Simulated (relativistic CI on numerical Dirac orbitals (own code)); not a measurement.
Spin-allowed bands of a d2 ion in a tetrahedral site, by hand

Problem. A d2 ion in a tetrahedral site has a 3A2 ground term and spin-allowed bands at ν1 = 6800 and ν2 = 10927 cm⁻¹ (from a computed ligand-field model). Find Δ and the Racah parameter B, and predict the third band.

Working.
1. The F term splits into A2 (−1.2Δ), T2 (−0.2Δ) and T1 (+0.6Δ), so ν1 = E(T2) − E(A2) = Δ = 6800 cm⁻¹.
2. T1(F) mixes with T1(P), which lies at 15B, through an element 0.4Δ. The two roots, counted from A2, are ν2,3 = ½(15B + 3Δ) ∓ ½√[(15B − Δ)² + 12BΔ].
3. Solving the lower root for B gives B = (2ν1² + ν2² − 3ν1ν2)/(15ν2 − 27ν1) = -11031471/-19695 = 560 cm⁻¹.
4. The sum of the roots is 15B + 3Δ, so ν3 = 15B + 3ν1 − ν2 = 17875 cm⁻¹ (559 nm).

Check. The bands were computed by exact diagonalisation of the d2 shell with B = 560 and Δ = 6800 cm⁻¹, which gives ν3 = 17873 cm⁻¹. C does not enter the terms of highest spin.
